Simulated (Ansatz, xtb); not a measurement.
Relative energy of two isomers of C5H8OS

Structure X: `CC(=S)[C@@H]1CCO1`, a singlet. Structure Y: `C/C(S)=C1/CCO1`, a singlet. Both are isolated molecules in the gas phase, relaxed with r2SCAN-D4/def2-SVP; the shapes shown needn't be the lowest conformers.

X (Å):

```xyz
15

C    -1.1324   -0.7860   -3.7049
C    -0.8222   -0.2419   -2.3523
C    -1.9789   -0.2250   -1.3872
C    -1.8110   -0.8765   -0.0013
C    -3.0438   -1.6976   -0.4094
O    -3.0553   -1.1207   -1.7311
S     0.6319    0.3443   -1.8901
H    -1.4473   -1.8391   -3.6027
H    -2.0130   -0.2708   -4.1285
H    -0.2729   -0.7020   -4.3806
H    -2.3369    0.8265   -1.3394
H    -1.9230   -0.2065    0.8613
H    -0.8744   -1.4431    0.0965
H    -3.9691   -1.4592    0.1462
H    -2.9191   -2.7945   -0.4398
```

Y (Å):

```xyz
15

C    -2.0864   -1.0005   -3.9304
C    -1.3183   -0.7041   -2.6799
C    -1.8495   -0.8448   -1.4559
C    -1.4379   -0.6618   -0.0203
C    -2.8761   -1.1376    0.2608
O    -3.1401   -1.2700   -1.1591
S     0.3519   -0.1499   -2.9380
H    -3.1013   -1.3348   -3.6735
H    -2.1658   -0.1081   -4.5750
H    -1.5981   -1.7920   -4.5247
H     0.6898   -0.0076   -1.6375
H    -1.2092    0.3732    0.2829
H    -0.6358   -1.3290    0.3361
H    -3.5483   -0.3975    0.7245
H    -2.9726   -2.1067    0.7768
```

Quicker runs give these differences E(Y) − E(X): GFN2-xTB −2.63 kcal/mol; HF/STO-3G −8.61 kcal/mol (at GFN2-xTB geometries); r2SCAN-D4/def2-SVP//GFN2-xTB −0.59 kcal/mol.

Task: Estimate E(Y) − E(X) at the level CCSD(T)/def2-SVP + ΔMP2/def2-TZVPP.

Result: CCSD(T)/def2-SVP + ΔMP2/def2-TZVPP gives E(Y) − E(X) = −0.14 kcal/mol, slightly favouring structure Y, which is too small a margin to settle the true order.

Level by level:

```tsv
level	geometry	E(Y) − E(X) (kcal/mol)	departure from the last row (kcal/mol)	job, with rough time for the two
GFN2-xTB	GFN2-xTB	−2.63	−2.49	optimisation, 0.15 s
HF/STO-3G	GFN2-xTB	−8.61	−8.47	single point, 0.56 s
r2SCAN-D4/def2-SVP//GFN2-xTB	GFN2-xTB	−0.59	−0.45	single point, 7.2 s
r2SCAN-D4/def2-SVP	r2SCAN-D4/def2-SVP	−0.56	−0.42	optimisation, 2.3 min
HF/def2-SVP	r2SCAN-D4/def2-SVP	+1.11	+1.25	part of the CCSD(T) run
MP2/def2-SVP	r2SCAN-D4/def2-SVP	+1.35	+1.49	part of the CCSD(T) run
CCSD(T)/def2-SVP	r2SCAN-D4/def2-SVP	+1.58	+1.72	single point
CCSD(T)/def2-SVP + ΔMP2/def2-TZVPP	r2SCAN-D4/def2-SVP	−0.14		single point, 2.4 min
```

As drawn, Y has 1 C–S, 1 C=C, 1 S–H in place of 1 C–C, 1 C=S, 1 C–H.

The largest departure from CCSD(T)/def2-SVP + ΔMP2/def2-TZVPP is that of HF/STO-3G, 8.47 kcal/mol. The last row adds to CCSD(T) the change of the MP2 difference between the two basis sets, here −1.72 kcal/mol.

With thermal terms from frequencies at re-optimised GFN2-xTB minima (ideal gas, soft modes damped towards free rotors, one conformer each, 298.15 K, 1 atm): on the last row, ΔE + ΔZPE = −2.01, ΔH = −1.72, ΔG = −1.80 kcal/mol.

The correlated steps freeze 11 core orbitals. Mirror images aren't counted in ΔG. Codes used: Ansatz 0.2.0, xtb 6.7.1; the last row on 2 threads of Arm Neoverse V2 on a shared host.
